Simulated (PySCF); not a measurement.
Excitation energy of Cl by level of theory

Cl [Ne] 3s2 3p5 (2P) → Cl [Ne] 3s1 3p6 (2S), as a difference of total energies. All numbers are calculated (PySCF 2.14, the spin-free X2C one-electron Hamiltonian (Gaussian nucleus), in x2c-TZVPPall (5s5p3d1f, 42 functions)). Correlated levels: valence and next inner shell: 1s2 frozen. The calculations carry no spin-orbit coupling.

| method | excitation energy (eV) |
| --- | --- |
| UHF | 15.592 |
| MP2 (valence and next inner shell) | 13.053 |
| SCS-MP2 (valence and next inner shell) | 12.831 |
| CCSD (valence and next inner shell) | 12.080 |
| CCSD(T) (valence and next inner shell) | 11.348 |

Question: How much does correlation contribute at CCSD(T) (valence and next inner shell)?

Answer: 11.348 − (15.592) = -4.244 eV, measured against UHF.

Errors of the correlated levels include the incompleteness of this basis and the frozen core.

The coupled-cluster amplitudes are large for the upper state (T1 above 0.03 or a double amplitude above 0.15), so a single reference is strained.

For comparison: 10.586 eV (measured; NIST levels, between the centres of gravity of the two terms).
